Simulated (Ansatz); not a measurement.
Calculated with Ansatz (gas phase, PBE0-D4/def2-TZVP geometries, no zero-point term in ΔE). CBS: MP2 limit from def2 TZ/QZ plus the TZ coupled-cluster correction, frozen cores. DFT in def2-TZVPP. B3LYP here is the variant with VWN-RPA as its local correlation; programs differ in this. HSE06 is defined as in plane-wave codes. For Zn outer-core shells are correlated without core-valence functions, which leaves a few kJ/mol of doubt a bond. Scalar relativity is left out up to krypton. One conformer a species, not always the lowest.

`[NH2][Zn][O][SiH3]` + `O=C[SiH](O)Cl` → `O=C[SiH](Cl)O[SiH3]` + `[NH2][Zn][OH]`  (ligand exchange at the Si–O bond)

`[NH2][Zn][O][SiH3]`:

```xyz
9

N     2.107   -1.911   -0.498
Zn    0.624   -0.897   -0.304
O    -0.923   -0.058   -0.207
Si   -1.619    1.313    0.304
H     2.837   -1.510   -1.072
H     2.534   -2.228    0.362
H    -1.262    1.621    1.722
H    -1.200    2.484   -0.522
H    -3.098    1.186    0.215
```

`O=C[SiH](O)Cl`:

Z-matrix (Å, degrees):
```
Si
C 1 1.921
Cl 1 2.050 2 105.5
O 1 1.624 2 105.0 3 120.1
H 1 1.476 2 115.4 3 -118.3
O 2 1.208 1 117.3 3 -113.9
H 2 1.112 1 122.9 3 63.8
H 4 0.964 1 113.7 2 -15.4
```

`O=C[SiH](Cl)O[SiH3]`:

Cartesian coordinates in Å:
```
O -0.796 -1.814 0.350
C -1.596 -1.009 -0.058
Si -0.971 0.720 -0.607
Cl -1.860 2.060 0.663
O 0.630 0.718 -0.460
Si 1.876 0.017 0.372
H -2.679 -1.271 -0.087
H -1.365 1.074 -1.987
H 3.004 0.980 0.330
H 1.484 -0.231 1.779
H 2.273 -1.245 -0.295
```

`[NH2][Zn][OH]`:

Cartesian coordinates in Å:
```
N -0.005 -1.323 0.569
Zn -0.017 0.417 0.072
O -0.048 2.170 -0.174
H 0.842 -1.837 0.368
H -0.786 -1.882 0.253
H 0.014 2.455 -1.087
```

```csv
level,ΔE (kJ/mol),difference from CCSD(T)/CBS
LDA (SPW92),7.2,1.7
PBE-D4,3.9,-1.6
HSE06-D4,6.9,1.4
CAM-B3LYP-D4,4.7,-0.8
ωB97M-V,6.3,0.8
PBE,7.8,2.3
BLYP,6.9,1.4
r2SCAN,7.8,2.3
B3LYP,8.5,3.0
r2SCAN0,10.0,4.5
CAM-B3LYP,8.7,3.2
RPA@PBE/def2-TZVPP,6.1,0.6
MP2/def2-TZVPP,6.6,1.1
CCSD(T)/def2-TZVPP,7.6,2.1
HF/def2-QZVPP,13.3,7.8
SCS-MP2/def2-QZVPP,6.0,0.5
CCSD(T)/CBS,5.5,0
```

(1) What do rigid-rotor, harmonic-oscillator terms from PBE0-D4/def2-TZVP frequencies (298.15 K, 1 bar) make of the CCSD(T)/CBS value? (Best estimate.)

Largest T1 diagnostic among the species: 0.017.

Results:

(1) The calculation gave: ΔZPE = -0.1 kJ/mol, ΔH = +5.3 kJ/mol, ΔS = -22 J/(mol·K), ΔG = +11.8 kJ/mol. Modes under 50 cm⁻¹ make the entropy rough.

The D4 term adds −6.2 kJ/mol with B3LYP and −3.7 kJ/mol with PBE0; it sums over pairs of atoms, weighted by their polarisabilities, and B3LYP, whose exchange is more repulsive, gets the larger term. Leaving LDA and LC-ωPBE aside and taking each functional with its dispersion term where it has one, the values, not all of them listed here, spread over 10.6 kJ/mol, from BLYP-D4 to PBE-QIDH.
